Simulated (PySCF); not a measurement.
Dipole moment and polarisability of `N#Cc1ccccp1`

C₆H₄NP.
Cartesian coordinates in Å at the GFN2-xTB level; atoms count from 1:
```xyz
12
C6H4NP angstrom
N      3.589   -1.037   -0.533
C      2.475   -0.806   -0.382
C      1.107   -0.515   -0.196
C      0.746    0.809    0.043
C     -0.559    1.214    0.240
C     -1.629    0.329    0.218
C     -1.494   -1.025   -0.003
P     -0.004   -1.868   -0.287
H      1.535    1.549    0.073
H     -0.754    2.261    0.419
H     -2.622    0.725    0.384
H     -2.388   -1.636   -0.003
```

Level: PBE0/def2-SVPD (PySCF), static field, nuclei fixed, core orbitals frozen in the response. The polarisability tensor in these axes (au):

```
x   129.56  -6.45  -8.66
y    -6.45 103.04   7.86
z    -8.66   7.86  57.95
```

Q: Diagonalise the tensor; give its mean and Δα, where Δα² is half the sum of the squared differences of the eigenvalues.

A: Principal values 55.85, 102.23 and 132.46 au; mean 96.85 au = 14.35 Å³ = 15.97 × 10⁻⁴⁰ C²·m²/J; Δα = 66.84 au (69 % of the mean).

Q: What is the dipole moment, and where does it point?

A: (-4.85, 2.32, 0.86) D, 5.44 D in size, pointing from the negative to the positive side. Measured along this direction, the outermost atoms are N1 at the negative end and H11 at the positive end.

Q: Refractivity n − 1 of an ideal gas of it at 400 K and 1 atm, from the electronic α?

A: N = p/kT = 1.8347 × 10¹⁹ cm⁻³, so n − 1 = 2π × N × 14.35 × 10⁻²⁴ cm³ = 1654 × 10⁻⁶ at long wavelengths.

Q: Find the Langevin capture rate constant for H3+ (3.023 u) meeting this molecule (121.008 u), k = 2.342 × 10⁻⁹ cm³/s × √(α in Å³ / reduced mass in u).

A: The reduced mass is 2.95 u, so k = 5.17 × 10⁻⁹ cm³/s. The formula leaves out the permanent dipole, which adds to the capture rate.

Q: What are the principal values of the traceless quadrupole moment, Θ = ½Σq(3rr − r²1), about the centre of nuclear charge?

A: -10.31, 0.51, 9.79 D·Å. The values depend on the origin, since the dipole doesn't vanish. The electronic extent ⟨r²⟩ about the same centre is 1044 bohr², a root-mean-square distance of 2.17 Å for the 62 electrons.

Q: What depolarisation ratio follows for Rayleigh scattering of linearly polarised light, taking the static tensor?

A: ρ = 3Δα²/(45ᾱ² + 4Δα²) = 13400.9/(422079 + 17867.8) = 0.0305.

Q: In TDDFT the mean static polarisability is Σ f/ω² over all singlet excitations (ω in hartree). How much of it do the 8 lowest give? Their energies (eV) and oscillator strengths: 4.59, 0.0084; 4.74, 0.0115; 4.86, 0.1265; 5.34, 0.0041; 5.70, 0.0000; 5.78, 0.4518; 6.12, 0.2157; 6.43, 0.0009.

A: They add up to 19.04 au, 19.7 % of the 96.85 au; the largest single term is 10.03 au, from the state at 5.78 eV. Terms in order: 0.30, 0.38, 3.96, 0.11, 0.00, 10.03, 4.26, 0.02 au. Higher excitations give the rest. The strengths listed sum to 0.819.

Isolated species at its GFN2-xTB geometry, gas phase.
